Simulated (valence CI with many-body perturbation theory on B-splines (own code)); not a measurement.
# Which ion has this spectrum?

A relativistic CI+MBPT calculation for an atom or ion with 15 electrons gives these levels (eV):

| J | Parity | E | g |
| --- | --- | --- | --- |
| 3/2 | odd | 0.000 | 1.91 |
| 3/2 | odd | 6.600 | 0.97 |
| 5/2 | odd | 8.425 | 1.20 |
| 1/2 | odd | 13.015 | 0.66 |
| 3/2 | odd | 16.007 | 1.25 |
| 5/2 | even | 47.542 | 1.58 |
| 3/2 | even | 50.625 | 1.71 |
| 1/2 | even | 51.681 | 2.64 |
| 3/2 | even | 59.007 | 0.85 |
| 5/2 | even | 60.031 | 1.21 |
| 3/2 | even | 67.023 | 1.29 |
| 1/2 | even | 67.761 | 1.26 |
| 3/2 | even | 71.008 | 0.47 |
| 5/2 | even | 72.274 | 1.08 |

The energies are calculated, with errors of perhaps 300 cm⁻¹, more in some levels.

(1) Which is it?
A. Ga16+
B. Cu14+
C. Ni13+
D. Zn15+

Answers

(1) A. Ga16+, ground level 3s2 3p3 4S°_3/2.
